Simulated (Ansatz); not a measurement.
Geometry optimisation, RKS PBE0-D4/def2-SVP (Ansatz).

The input (input.yaml):

```yaml
crystal:
  periodic: [false, false, false]
  atoms:
    - { symbol: Ge, position_ang: [0.0, 0.0, 0.0] }
    - { symbol: F, position_ang: [1.0779, 0.0, 1.5402] }
    - { symbol: H, position_ang: [1.6981, 0.0, 0.4233] }
    - { symbol: H, position_ang: [-0.73, 1.2648, -0.5162] }
    - { symbol: O, position_ang: [-0.8337, -1.4443, -0.5894] }
    - { symbol: H, position_ang: [-1.2883, -1.91, 0.183] }
basis:
  gaussian: { orbitals: def2-SVP }
hamiltonian:
  xc: pbe0
  dispersion: d4
relax:
  f_tol: 0.15
  max_steps: 25
  restrain:
    - { distance: [1, 2], at: 2.12, k: 30.0 }
    - { distance: [0, 1], at: 1.68, k: 30.0 }
    - { distance: [0, 2], at: 1.55, k: 30.0 }
output:
  orbitals: {}
```

Launched with:

```bash
$ ansatz run input.yaml --threads 1 --pin off --max-ram 2048MiB --backend cpu --events-out ev --progress --plain --runs-dir out
```

Task: Where does it end, and by what steps?

Result: The run converged. The restraints hold the end off the free minimum. After 5 steps the energy has fallen by 3.550 eV (the restraints' own energy left out); F2 moved furthest, 0.60 Å.

```tsv
step	energy less start (eV)	largest force component (eV/Å)	accepted
0	0.0000	4.123	yes
1	-1.6880	2.787	yes
2	-2.7374	2.047	yes
3	-3.4458	1.341	yes
4	-3.5374	2.061	yes
5	-3.5502	2.077	yes
```

```xyz
6
Properties=species:S:1:pos:R:3
Ge 0.180 0.025 0.036
F 0.503 -0.023 1.706
H 1.691 -0.099 -0.117
H -0.581 1.296 -0.355
O -0.747 -1.382 -0.473
H -1.122 -1.907 0.244
```

The run took 9.8 s on 1 thread of Intel(R) Xeon(R) 6975P-C (Granite Rapids), on a shared host, peak memory 0.15 GiB.
